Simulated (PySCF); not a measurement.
C$_{6}$H$_{15}$Al, charge +1, doublet, geometry from GFN2-xTB (such geometries of metal compounds can be far from the true shape) (a state made from the parent by changing its charge; the spin is typed, not shown lowest). Base run: MN15/STO-3G in PySCF.

PySCF was given this input:
```python
from pyscf import gto, scf, dft

mol = gto.Mole()
mol.atom = '''
    Al    0.19661405   -0.05331826    0.17407201
    C     1.68709597    0.39640440   -1.13334327
    C     1.26035733    1.27147328   -2.30272829
    H     2.11377412   -0.55000735   -1.49237019
    H     2.45728312    0.89530478   -0.52521702
    H     0.85716418    2.22648330   -1.96818168
    H     0.52238559    0.77761513   -2.93259019
    H     2.13096368    1.48440644   -2.92774951
    C    -1.80620961   -0.02486463   -0.06557341
    C    -2.24185758    0.35361927   -1.47983326
    H    -2.22899206    0.67950236    0.66572005
    H    -2.18556903   -1.02332334    0.19812894
    H    -1.85925705   -0.34951850   -2.21908317
    H    -1.91414702    1.35746478   -1.74708870
    H    -3.33144673    0.33647946   -1.54397194
    C     0.97063301   -0.60736383    1.98551462
    C    -0.08067415   -1.33021662    2.80574581
    H     1.32020900    0.29992069    2.49113207
    H     1.84107896   -1.24233522    1.77958258
    H    -0.39294165   -2.26153323    2.33450316
    H    -0.95957689   -0.70943876    2.98150980
    H     0.33701914   -1.58219434    3.78404649
'''
mol.basis = 'sto-3g'
mol.charge = 1
mol.spin = 1
mol.verbose = 4
mol.build()

mf = dft.UKS(mol)
mf.xc = 'mn15'
mf.kernel()
```

Variants of this job, named by their change:

| change | ΔE vs base (mEh) | grid points | electrons on the grid |
|---|---|---|---|
| base | 0.000 | 251008 | 63.00002 |
| grids.atom_grid = (150, 974) | 0.001 | 1791000 | 63.00000 |
| grids.radi_method = delley | 0.002 | 270368 | 63.00002 |
| small_rho_cutoff = 0 | 0.000 | 251008 | 63.00002 |
| grids.atom_grid = (30, 110) | -9.364 | 54192 | 62.99904 |
| grids.prune = dft.gen_grid.sg1_prune | 0.100 | 109048 | 63.00002 |
| grids.level = 4 | 0.020 | 435960 | 63.00000 |
| grids.level = 5 | 0.004 | 654016 | 63.00000 |
| grids.level = 7 | 0.001 | 1357528 | 63.00000 |
| grids.level = 0 | -218.5 | 17440 | 63.00799 |
| grids.level = 2 | 0.058 | 159720 | 62.99999 |

Open shells are given as the SCF converged; they aren't shown to be the lowest states, and a large step between rows can be another state.
